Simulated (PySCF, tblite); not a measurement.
Isomers of C7H10O2Si. Method: GFN2-xTB as coded in tblite; computed harmonic values from a numerical Hessian at the method's own geometry, unscaled. Against measured fundamentals such values can be off by several per cent, at times by over 20. Modes of hydrogen on silicon can be 10 to 20 % off. One conformer each.

Electronic energies: PBE0/pcSseg-1 single points on the GFN2-xTB geometries (PySCF, gas phase).

```tsv
SMILES	electronic energy, lowest = 0 (kcal/mol)
O=C(O)C1([C@H]2C=C[SiH2]2)CC1	16.1
C=C(C)/C=C(/C=O)[SiH2]C=O	32.0
O=CC1=CC(CO[SiH3])=CC1	0.0
CC(=O)C1=C(CC=O)C[SiH2]1	13.5
C=CC#CC(=O)[C@@H]([SiH3])OC	67.4
```

**Question.** How do GFN2-xTB zero-point energies change the relative energies?

**Answer.** 
| SMILES | ZPE (kcal/mol) | of it from modes above 1550 cm⁻¹ | electronic (kcal/mol) | with ZPE, lowest = 0 (kcal/mol) | lowest mode (cm⁻¹) | rings |
| --- | --- | --- | --- | --- | --- | --- |
| O=CC1=CC(CO[SiH3])=CC1 | 91.0 | 44.1 | 0.0 | 0.0 | 21 | 1 |
| CC(=O)C1=C(CC=O)C[SiH2]1 | 91.9 | 47.9 | 13.5 | 14.5 | 39 | 1 |
| O=C(O)C1([C@H]2C=C[SiH2]2)CC1 | 93.6 | 46.9 | 16.1 | 18.7 | 57 | 2 |
| C=C(C)/C=C(/C=O)[SiH2]C=O | 90.7 | 50.1 | 32.0 | 31.7 | 19 | 0 |
| C=CC#CC(=O)[C@@H]([SiH3])OC | 88.9 | 48.0 | 67.4 | 65.3 | 23 | 0 |

The zero-point energies span 4.7 kcal/mol, from `C=CC#CC(=O)[C@@H]([SiH3])OC` to `O=C(O)C1([C@H]2C=C[SiH2]2)CC1`. The order is unchanged.

**Question.** And how do the electronic energies of GFN2-xTB itself compare?

**Answer.** `O=CC1=CC(CO[SiH3])=CC1` 0.0; `CC(=O)C1=C(CC=O)C[SiH2]1` 50.9; `O=C(O)C1([C@H]2C=C[SiH2]2)CC1` 45.6; `C=C(C)/C=C(/C=O)[SiH2]C=O` 75.5; `C=CC#CC(=O)[C@@H]([SiH3])OC` 75.4 kcal/mol, lowest = 0. Against the energies above, taken from the same isomer `O=CC1=CC(CO[SiH3])=CC1`, the largest difference is 43.5 kcal/mol.
